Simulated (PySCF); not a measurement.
Mayer bond orders and bond lengths

C6H10N2OSi.
SMILES with atom numbers: `[CH2:1]=[C:2]([SiH2:3][NH2:4])[C:5](=[O:6])[CH2:7][CH2:8][C:9]#[N:10]` (hydrogens: H11, H12 on C1; H13, H14 on Si3; H15, H16 on N4; H17, H18 on C7; H19, H20 on C8)

Structure used (GFN2-xTB), in Å, numbered top down from 1:
```
atom  x, y, z in Å
C1    -0.5165   -1.8130   -1.0328
C2    -0.8406   -0.6551   -0.4708
Si3   -2.6371   -0.1941   -0.0536
N4    -2.5478    1.3333    0.7239
C5     0.1725    0.3798   -0.2346
O6     0.0594    1.5137   -0.6496
C7     1.3534   -0.0307    0.6347
C8     2.6420    0.6544    0.1615
C9     3.0868    0.0546   -1.0702
N10    3.4181   -0.4541   -2.0387
H11   -1.2644   -2.5589   -1.2450
H12    0.4890   -2.0472   -1.3530
H13   -3.4233   -0.2902   -1.2925
H14   -3.1344   -1.1333    0.9543
H15   -1.9287    2.0238    0.3246
H16   -3.3943    1.7735    1.0452
H17    1.1203    0.2964    1.6521
H18    1.4623   -1.1157    0.6426
H19    3.4359    0.5583    0.9065
H20    2.4425    1.7152   -0.0173
```

Bond orders from the PBE0/pcSseg-1 density (PySCF). Geometry: GFN2-xTB, one conformer, isolated molecule.

(1) How far do the computed orders between heavy atoms stray from the drawn ones?

(2) Set the Mayer orders of the bonds beside their lengths.

Results:

(1) The largest departure is 0.223, at C2–Si3 (drawn single, 0.777). Drawn single, order below 0.88: C2–Si3 (0.777).

(2) 
| bond | drawn as | length (Å) | Mayer order |
| --- | --- | --- | --- |
| C1–C2 | double | 1.327 | 1.968 |
| C2–Si3 | single | 1.901 | 0.777 |
| Si3–N4 | single | 1.716 | 1.089 |
| C2–C5 | single | 1.467 | 1.007 |
| C5–O6 | double | 1.213 | 1.952 |
| C5–C7 | single | 1.523 | 0.930 |
| C7–C8 | single | 1.534 | 1.040 |
| C8–C9 | single | 1.440 | 1.009 |
| C9–N10 | triple | 1.143 | 3.044 |
| C1–H11 | single | 1.077 | 0.944 |
| C1–H12 | single | 1.081 | 0.940 |
| Si3–H13 | single | 1.470 | 0.886 |
| Si3–H14 | single | 1.465 | 0.924 |
| N4–H15 | single | 1.010 | 0.929 |
| N4–H16 | single | 1.007 | 0.947 |
| C7–H17 | single | 1.094 | 0.926 |
| C7–H18 | single | 1.090 | 0.943 |
| C8–H19 | single | 1.093 | 0.929 |
| C8–H20 | single | 1.094 | 0.907 |

By pair of heavy elements: C–C: lowest C5–C7 (0.930, 1.523 Å), highest C1–C2 (1.968, 1.327 Å); in 3 of the 10 pairs the longer bond (by over 0.003 Å) has the higher order (by 0.02 or more).

Task: Sum the orders of all bonds at each heavy atom with more than one neighbour and set the sums beside the valence in the SMILES.

Result: C1 3.852 (drawn 4), C2 3.752 (drawn 4), Si3 3.676 (drawn 4), N4 2.965 (drawn 3), C5 3.889 (drawn 4), C7 3.839 (drawn 4), C8 3.885 (drawn 4), C9 4.053 (drawn 4). Orders between atoms that aren't bonded are not in these sums.

Mayer orders depend on the basis set.
